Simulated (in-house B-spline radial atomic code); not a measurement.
OLYP excitations of Si2+

Method: OLYP. Computed with an all-electron radial atomic-structure program (B-spline basis): linear response of the closed shell [Ne] 3s2 with the functional's adiabatic kernel; scalar-relativistic (spin-free one-electron X2C), finite nucleus, no spin-orbit coupling, no double excitations, S, P, D and F terms only.

Command:
```bash
python run_td.py task.json out
```
Settings (radii: box in bohr, nucleus in fm):
```
Z                        14
electrons                12
configuration            [Ne] 3s2
hamiltonian              x2c
method                   optx,lyp
box_radius               29.48
rms_radius               3.1224
intervals                74
```

Time taken, with all properties: 0.5 s on 1 thread of Arm Neoverse N1, on a shared host.

The lowest states, in the order of their Tamm-Dancoff energies; the method's threshold (minus the highest occupied level) is 28.303 eV. Labels give the largest channel, * marks a mixed state, and oscillator strengths are full-response dipole values. Semilocal kernels can invert the small singlet-triplet splittings of Rydberg terms. Energies in eV:

```csv
state,full response,Tamm-Dancoff,oscillator strength
3s → 3p 3P,5.436,5.892,-
3s → 3p 1P,10.015,10.400,1.61
3s → 3d 3D,15.834,15.996,-
3s → 3d 1D,17.313,17.336,-
3s → 4s 3S,17.959,17.982,-
3s → 4s 1S,?,?,-
3s → 4p 3P,20.162,20.189,-
3s → 4p 1P,20.449,20.482,0.0142
3s → 4d 3D,23.068,23.093,-
3s → 4d 1D,?,?,-
3s → 5s 3S,23.611,23.619,-
3s → 5s 1S,23.802,23.813,-
3s → 4f 1F,23.891,23.899,-
3s → 4f 3F,23.919,23.931,-
3s → 5p 3P,24.373,24.380,-
```

(1) Where does 3s → 4d 1D lie?

(2) Where does 3s → 4s 1S lie?

(3) How large is the singlet-triplet splitting of 3s → 3p (P terms) in Tamm-Dancoff?

(4) What polarisabilities and dispersion coefficient does the method give?

Answers

(1) At 23.309 eV in full response, 23.313 eV in Tamm-Dancoff.

(2) At 18.622 eV in full response, 18.660 eV in Tamm-Dancoff.

(3) 4.51 eV, from the unrounded values.

(4) Dipole 12.21 bohr³, quadrupole 38.56 bohr⁵, C6 42.82 hartree·bohr⁶ for two such species.
